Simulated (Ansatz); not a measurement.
Compare A (`O[SiH2][CH2][SnH3]`) with its isomer B (`C[SiH](O)[SnH3]`).

Gas-phase electronic energies from Ansatz, PBE0-D4/def2-TZVP geometries. CCSD(T)/CBS is the MP2 limit (def2-TZVPP, def2-QZVPP) plus CCSD(T) − MP2 in def2-TZVPP, frozen cores. Functionals use def2-TZVPP. B3LYP here is the variant with VWN-RPA as its local correlation; programs differ in this. def2 core potentials past Kr. For Sn outer-core shells are correlated without core-valence functions, which leaves a few kJ/mol of doubt a bond. One conformer a species, not always the lowest.

A:

```xyz
12

O     1.401   -0.681   -1.631
Si    0.404    0.611   -1.387
C    -0.986    0.197   -0.224
Sn   -0.292   -0.445    1.706
H     1.878   -1.017   -0.870
H     1.158    1.765   -0.816
H    -0.090    0.966   -2.740
H    -1.623    1.072   -0.065
H    -1.606   -0.601   -0.638
H     1.265   -1.146    1.535
H    -0.167    0.892    2.758
H    -1.342   -1.615    2.370
```

B:

Z-matrix (Å, degrees):
```
C
Si 1 1.867
H 1 1.093 2 111.7
H 1 1.094 2 110.2 3 -119.8
H 1 1.093 2 110.4 3 120.7
O 2 1.655 1 112.2 3 -64.7
Sn 2 2.578 1 109.9 3 58.9
H 2 1.486 1 109.7 3 179.5
H 6 0.958 2 117.8 1 69.7
H 7 1.709 2 112.8 1 169.0
H 7 1.715 2 110.4 1 -71.4
H 7 1.711 2 112.0 1 47.5
```

(1) Which isomer does CCSD(T)/CBS put lower? Give the gap. (Best estimate.)

(2) Give E(B) − E(A) in kcal/mol with ωB97M-V, CCSD/def2-TZVPP, B3LYP-D4, r2SCAN-D4, CCSD(T)/def2-TZVPP, B2PLYP, HF/def2-TZVPP. (Best estimate.)

Largest T1 diagnostic: 0.013.

## Answers

(1) Ansatz gave: B, by 5.9 kcal/mol.

(2) The calculation gave: ωB97M-V -6.8, CCSD/def2-TZVPP -5.6, B3LYP-D4 -8.1, r2SCAN-D4 -8.4, CCSD(T)/def2-TZVPP -5.4, B2PLYP -7.1, HF/def2-TZVPP -6.1. None reverses the order clearly.

From PBE to PBE0 (25 % exact exchange), in def2-TZVPP and without D4, E(B) − E(A) moves by +0.8 kcal/mol.
